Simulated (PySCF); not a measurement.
**NMR data sheet: C₅H₇FSi**

* Formula: C5H7FSi
* SMILES: C#C[C@@H]1C[SiH2][C@H]1F
* InChI: InChI=1S/C5H7FSi/c1-2-4-3-7-5(4)6/h1,4-5H,3,7H2/t4-,5-/m1/s1
* Point group of the computed structure: C1
* Degrees of unsaturation: 3
* Carbon signals: 5
* Proton signals: 7

Mapped SMILES: `[CH:1]#[C:2][C@@H:3]1[CH2:4][SiH2:5][C@H:6]1[F:7]`; H(Xn) means a hydrogen on atom n. Ha(C4), Ha(Si5) are cis to C2 on the ring; Hb(C4), Hb(Si5) are trans to C2 on the ring.

- shielding tensors at PBE0/pcSseg-1 (GIAO)
- GFN2-xTB structure
- run in PySCF 2.14
- non-relativistic, in vacuum, one conformer

Shifts are taken against calculated references (same method and geometry level): TMS for 1H, 13C, 29Si; CFCl3 for 19F.

```tsv
carbon	δC, type	δH (multiplicity)	HMBC from (2–3 bonds)	span of the C tensor (ppm)
C1	79.1, CH	1.99 (d)	H(C3)	188
C2	92.8, C	–	H(C6), H(C3), H(C1), Hb(C4), Ha(C4)	315
C3	36.6, CH	3.48 (m)	H(C6), Ha(Si5), Hb(Si5), H(C1), Hb(C4), Ha(C4)	37
C4	11.8, CH2	Ha(C4) 1.29 (m); Hb(C4) 1.85 (m)	H(C6), Ha(Si5), Hb(Si5), H(C3)	48
C6	99.0, CH	5.35 (m)	Ha(Si5), Hb(Si5), H(C3), Hb(C4), Ha(C4)	83
```

Other nuclei:
| atoms | nucleus | environment | δ (ppm) | σ (ppm) |
| --- | --- | --- | --- | --- |
| Ha(Si5) | 1H | hydrogen on a silicon bonded to 2 C, in a 4-membered ring | 4.76 | 26.96 |
| Hb(Si5) | 1H | hydrogen on a silicon bonded to 2 C, in a 4-membered ring | 4.70 | 27.02 |
| F7 | 19F | fluorine on an sp3 carbon | -212.0 | 382.9 |
| Si5 | 29Si | silicon bonded to 2 C, 2 H, in a 4-membered ring | -35.5 | 384.7 |

- Carbon types of the structure: 1 × C, 3 × CH, 1 × CH2, leaving 2 H on heteroatoms.
- δC 99.0: sp3 CH bonded to F and Si; deshielded by the electronegative neighbour.
- δC 92.8: alkyne carbon; the triple bond shields along its axis, which puts it between sp3 and sp2 carbons.
- δC 79.1: terminal alkyne carbon; the triple bond shields along its axis, which puts it between sp3 and sp2 carbons.
- δC 11.8: sp3 CH2 bonded to Si; an electropositive neighbour leaves it electron-rich and shielded.
- δH 1.99: hydrogen on a terminal alkyne carbon; it lies on the axis of the triple bond, in its shielding cone.

Splittings by 19F in the carbon and heteronuclear signals aren't shown, as no couplings were computed. Shifts are as computed. Against solution values, carbons near 30 ppm lie about +3 ppm off and those near 130 ppm about +5 ppm. Of 1211 compounds with measured shifts, 218 miss one by over three times the rms of a fit or turn the order of signals round; such compounds aren't used in these exercises. Unscaled 19F shifts against computed CFCl3 carry errors that often reach 10 to 50 ppm. Multiplicities follow the n + 1 count of equivalent neighbours, as no J values were calculated; m marks all less simple cases, F and P coupling included.
